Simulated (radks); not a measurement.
Problem. All-electron atom: V I in [Ar] 3d2 4s1 4p2 (not the ground configuration). All-electron calculation, scalar-relativistic Kohn-Sham, PBEsol, spin-unpolarised, spherical densities, finite nucleus; Fermi nuclear charge, rms radius 3.6002 fm. Program: a radial shooting solver on a logarithmic mesh with Libxc functionals. Some entries of the table are withheld. Estimate them.

orbital  occ.  eigenvalue (Ry)  <1/r> (bohr^-1)  <r> (bohr)
1s          2        -394.4304            22.82         (1)
2s          2        -44.89628            4.793      0.3086
2p          6        -37.60697            4.697         (2)
3s          2         -5.72894            1.500         (3)
3p          6         -3.79367              (4)      0.9999
3d          2         -0.87003            1.051         (5)
4s          1         -0.53088           0.4359         (6)
4p          2         -0.22870           0.3361       3.854

Solution. 
(1) 1s <r> (bohr): 0.06649
(2) 2p <r> (bohr): 0.2743
(3) 3s <r> (bohr): 0.9401
(4) 3p <1/r> (bohr^-1): 1.372
(5) 3d <r> (bohr): 1.255
(6) 4s <r> (bohr): 3.004
